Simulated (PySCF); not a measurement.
C₈H₂F₄N₂O, SMILES Fc1cc(F)c(F)c(-c2nnco2)c1F. Atoms are numbered in the order given.

```xyz
17

F     -2.6543    -2.2429     0.7521
C     -1.9919    -1.1490     0.3830
C     -2.6868     0.0018     0.0275
C     -1.9688     1.1323    -0.3465
F     -2.6065     2.2470    -0.6986
C     -0.5736     1.1171    -0.3687
F      0.0686     2.2153    -0.7556
C      0.1405    -0.0404    -0.0083
C      1.6006    -0.0763    -0.0318
N      2.3839    -1.0987    -0.2106
N      3.6799    -0.6214    -0.1378
C      3.5873     0.6490     0.0777
O      2.3065     1.0730     0.1585
C     -0.5955    -1.1796     0.3696
F      0.0172    -2.2939     0.7377
H     -3.7769     0.0170     0.0413
H      4.3825     1.3816     0.1942
```
Charge 0, spin multiplicity 1.

Geometry optimised at B3LYP-D3(BJ)/def2-SVP. This is a generated structure with no PubChem entry under its InChIKey; it may be hypothetical. One conformer was computed; it need not be the lowest.

Two levels are set side by side: PBE/pcSseg-1 (PySCF) and HF/pcSseg-1 (PySCF). GIAO shifts against CFCl3 (¹⁹F), H2O (¹⁷O), NH3 (¹⁵N), TMS (¹H), TMS (¹³C) at the same level; non-relativistic, no solvent, atoms listed together averaged. Differences are taken from unrounded values.

| quantity | PBE |
|---|---|
| δ(¹³C) of C2, C4 (ppm) | 156.1 |
| δ(¹³C) of C3 (ppm) | 112.3 |
| δ(¹³C) of C8 (ppm) | 111.1 |
| δ(¹³C) of C9 (ppm) | 162.1 |
| δ(¹⁵N) of N10 (ppm) | 370.2 |
| δ(¹⁵N) of N11 (ppm) | 366.9 |
| δ(¹³C) of C12 (ppm) | 156.5 |
| δ(¹⁷O) of O13 (ppm) | 348.3 |
| δ(¹H) of H16 (ppm) | 7.26 |
| δ(¹H) of H17 (ppm) | 8.52 |

Task: These are the PBE values. What does HF give? (The exact figures need the calculation; the answer reports its results.)

Result: 
| quantity | HF | PBE minus HF |
|---|---|---|
| δ(¹³C) of C2, C4 (ppm) | 154.1 | 1.9 |
| δ(¹³C) of C3 (ppm) | 120.6 | -8.3 |
| δ(¹³C) of C8 (ppm) | 114.4 | -3.3 |
| δ(¹³C) of C9 (ppm) | 169.6 | -7.4 |
| δ(¹⁵N) of N10 (ppm) | 378.7 | -8.6 |
| δ(¹⁵N) of N11 (ppm) | 367.1 | -0.1 |
| δ(¹³C) of C12 (ppm) | 166.4 | -9.9 |
| δ(¹⁷O) of O13 (ppm) | 302.9 | 45.4 |
| δ(¹H) of H16 (ppm) | 8.14 | -0.87 |
| δ(¹H) of H17 (ppm) | 8.92 | -0.40 |

Rough cost on one machine, each run with all the roots and properties that it gave: HF against PBE within a factor of 2.
